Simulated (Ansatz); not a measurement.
Cost and result for the atomization energy of Ge₃H₁₂Si₃ (`[SiH2]1[SiH2][GeH2][GeH2][GeH2][SiH2]1`) (18 atoms, 18 bonds).

Cartesian coordinates in Å:
```
Si -1.495 -0.757 1.354
Si 0.130 0.676 2.244
Ge 1.610 1.414 0.521
Ge 0.396 1.509 -1.577
Ge -0.172 -0.766 -2.225
Si -0.494 -2.102 -0.275
H -2.551 0.063 0.695
H -2.135 -1.559 2.435
H 0.906 -0.046 3.291
H -0.520 1.858 2.875
H 2.241 2.772 0.880
H 2.751 0.389 0.362
H -0.901 2.314 -1.367
H 1.216 2.205 -2.680
H -1.464 -0.757 -3.065
H 0.958 -1.348 -3.095
H -1.311 -3.306 -0.594
H 0.835 -2.559 0.222
```

The species carries charge 0 and has multiplicity 1. Correlated methods include outer-core shells of Ge, which these sets cover unevenly. Scalar relativity is left out up to krypton. All single points use the PBE0-D4/def2-TZVP geometry. Program: Ansatz. All runs use 6 threads of an AMD EPYC 7R13 on a shared host and a share of an NVIDIA H100 80 GB. Times are those of one run each, without the atoms' runs, and a repeat can differ threefold. Electronic energies, without spin–orbit coupling; frozen cores. CCSD(T)/CBS adds CCSD(T) − MP2 in def2-TZVPP to the MP2 limit, and its time is that of the two runs behind it. T1 = 0.013. With those shells the extrapolation isn't a true limit. HSE06 is the plane-wave form, built on full-range PBE exchange.

CCSD(T)/CBS is a level of theory with its own doubt, some kJ/mol a heavy atom from the limit and from the frozen cores, so smaller differences don't rank the functionals.

```csv
level,functions,wall time
BLYP-D4/def2-TZVPP,438,1.7 s
PBE-D4/def2-TZVPP (with forces),438,2 s
r2SCAN-D4/def2-TZVPP (with forces),438,2.1 s
PBE0-D4/def2-TZVPP,438,2.2 s
B97M-V/def2-TZVPP,438,2.7 s
r2SCANh-D4/def2-TZVPP,438,3 s
BHLYP-D4/def2-TZVPP,438,3 s
HSE06-D4/def2-TZVPP,438,3.4 s
ωB97X-V/def2-TZVPP,438,3.9 s
CCSD(T)/def2-SVP,210,4.9 s
MP2/def2-QZVPP,837,6.5 s
CCSD(T)/def2-TZVPP,438,27 s
CCSD(T)/CBS(def2),–,34 s
```

What atomization energy does each give, and how far from CCSD(T)/CBS? (Estimate.)

Computed: 
| level | atomization (kJ/mol) | difference from CCSD(T)/CBS | per bond |
| --- | --- | --- | --- |
| BLYP-D4/def2-TZVPP | 4955.0 | -142.0 | -7.9 |
| PBE-D4/def2-TZVPP (with forces) | 5010.7 | -86.3 | -4.8 |
| r2SCAN-D4/def2-TZVPP (with forces) | 5090.7 | -6.3 | -0.4 |
| PBE0-D4/def2-TZVPP | 5020.7 | -76.3 | -4.2 |
| B97M-V/def2-TZVPP | 5137.8 | 40.8 | 2.3 |
| r2SCANh-D4/def2-TZVPP | 5078.8 | -18.2 | -1.0 |
| BHLYP-D4/def2-TZVPP | 5014.2 | -82.8 | -4.6 |
| HSE06-D4/def2-TZVPP | 5019.7 | -77.3 | -4.3 |
| ωB97X-V/def2-TZVPP | 5134.0 | 37.0 | 2.1 |
| CCSD(T)/def2-SVP | 4721.3 | -375.7 | -20.9 |
| MP2/def2-QZVPP | 4977.5 | -119.5 | -6.6 |
| CCSD(T)/def2-TZVPP | 4990.9 | -106.1 | -5.9 |
| CCSD(T)/CBS(def2) | 5097.0 | 0.0 | 0.0 |

The D4 term adds +106.3 kJ/mol with B3LYP and +57.6 kJ/mol with PBE0; it sums over pairs of atoms, weighted by their polarisabilities, and B3LYP, whose exchange is more repulsive, gets the larger term. Leaving LDA and LC-ωPBE aside and taking each functional with its dispersion term where it has one, the values, not all of them listed here, spread over 205.4 kJ/mol, from revPBE-D4 to B97M-V. LDA lies +696.6 kJ/mol from PBE without D4, its usual overbinding. At CCSD(T), def2-SVP lies −375.7 kJ/mol from the extrapolated value and def2-TZVPP −106.2 kJ/mol: correlation converges slowly with the basis, and small sets miss more of it in the bonded molecule than in its fragments.

B3LYP here is the variant with VWN-RPA as its local correlation; programs differ in this.
